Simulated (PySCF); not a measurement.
SMILES OB(O)[SiH2]F at its PBE0/def2-SVP optimised geometry (Å):

```
9

O      1.2320    -1.5361    -0.0014
B      0.4959    -0.4012     0.0000
O      1.1117     0.8114     0.0018
Si    -1.5308    -0.4012     0.0000
F     -1.8465     1.2195     0.0000
H      2.1802    -1.3482    -0.0020
H      0.4735     1.5361     0.0024
H     -2.1802    -0.9882    -1.2103
H     -2.1793    -0.9886     1.2107
```

Level of theory: PBE0/def2-TZVP (PySCF 2.14.0).

Map of the electrostatic potential (hartree/e), clipped to [-0.08, 0.12] on the plane z = 1.0 Å:

```
|:::::::::::::::::::::::::|
|:::::::::::::::::::::::::|
|::.....:::::----:::::::::|
|:.......:::-----:::::::::|
|.........::------::::::::|
|...... ..::-===-:::::::::|
|....    ..-=+++-::...::::|
|....    ..-=**+-:....::::|
|....  .:::-=**+-.  ...:::|
|:.....:====++++-.   .::::|
|:::::-=*##***++=:  ..::::|
|::::-+%@@@@##%#+:..::::::|
|:::-=#@@@@@@@@@#=-:------|
|:::-=@@@@@@@@@@@*====----|
|:::-+@@@@@@%@@@%+++++=---|
|:::-+@@@@@%*#%#+++**+==--|
|::::=%@@%#*==--==+**+==--|
|::::-=++++=-:...:-=++==--|
|::::::-----:.    :-===---|
|:::::::---::.    .:------|
|::::::::::::..   .::-----|
|::::::::::::......:::::::|
|::::::::::::......:::::::|
|:::::::::::::....::::::::|
|:::::::::::::::::::::::::|
```
Scale: ten equal steps from -0.039 (start of ' ') to 0.120 (end of '@'), in the order ' .:-=+*#%@'; x runs from -4.50 to 4.50, y from -4.50 (bottom) to 4.50 (top).
